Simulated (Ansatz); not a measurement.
`COBB(F)Cl`, relaxed with RKS PBE0-D4/def2-TZVP in Ansatz from a PBE-D4/def2-SVP geometry. The force threshold is 0.005 eV/Å; the program also tests the step.

Total charge 0; spin multiplicity 1.

Start:

```xyz
10

C    -0.030    1.670   -0.763
O    -0.492    0.499   -0.099
B     0.337   -0.495    0.295
B    -0.329   -1.896    1.016
F    -0.557   -2.062    2.319
Cl   -0.707   -3.286   -0.030
H    -0.521    1.739   -1.756
H     1.074    1.655   -0.897
H    -0.319    2.561   -0.169
H     1.544   -0.385    0.084
```

Task: How much energy does the relaxation release, and in how many steps? (Estimate.)

Result: Ansatz gave: 3.67 kJ/mol, in 7 steps, 1 of them rejected.

Task: Which bonds change most? (Estimate.)

Result: Computed: B3–H10 from 1.229 to 1.208 Å; C1–H8 from 1.112 to 1.093 Å; C1–H7 from 1.110 to 1.091 Å; C1–H9 from 1.110 to 1.091 Å.

Task: Give the relaxed structure. (An estimate is asked.)

Result: Ansatz gave: 
```xyz
10

C    -0.028    1.662   -0.756
O    -0.490    0.486   -0.117
B     0.338   -0.493    0.275
B    -0.324   -1.886    0.995
F    -0.530   -2.020    2.291
Cl   -0.726   -3.280   -0.009
H    -0.495    1.732   -1.740
H     1.060    1.649   -0.864
H    -0.329    2.525   -0.160
H     1.525   -0.374    0.085
```
